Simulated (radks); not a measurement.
Fractional charge and spin in the 3p shell of zinc: the spin-up occupation runs from 2 to 3 and the spin-down occupation from 2 to 3; the fullest corner is Zn3+, [Ne] 3s2 3d(up 4.5, down 4.5) 3p(up 3, down 3). Method: scalar-relativistic Kohn-Sham, PBE, spin-polarised, spherical densities, finite nucleus; Fermi nuclear charge, rms radius of each element as measured or else 0.836 A^(1/3) + 0.57 fm; computed with a radial shooting solver on a logarithmic mesh with Libxc functionals. Energy (eV) above the fullest corner. The planes named below are the two flat planes that join the four corners, with an edge along up + down = one added electron.

\begin{tabular}{lrrrrr}
down \ up & 2 & 2.25 & 2.5 & 2.75 & 3 \\ \hline
2 & 299.386 & 256.300 & 214.828 & 174.947 & 136.630 \\
2.25 & 256.300 & 214.931 & 175.150 & 136.932 & 100.250 \\
2.5 & 214.828 & 175.150 & 137.032 & 100.449 & 65.371 \\
2.75 & 174.947 & 136.932 & 100.449 & 65.470 & 31.965 \\
3 & 136.630 & 100.250 & 65.371 & 31.965 & 0.000 \\
\end{tabular}

Corners above the fullest one (they belong to Zn4+ and the next ion): (up 3, down 2) 136.63 eV, (up 2, down 3) 136.63 eV, (up 2, down 2) 299.39 eV. With half an added electron in each spin the energy lies 0.402 eV from the planes, and with half an added electron in spin up alone -3.179 eV. The planes are only a guide here: the flat-plane condition holds for ground states with one frontier orbital, while this shell lies below other occupied shells, so the corners above the fullest one are inner-hole states and not the ground states of those ions.
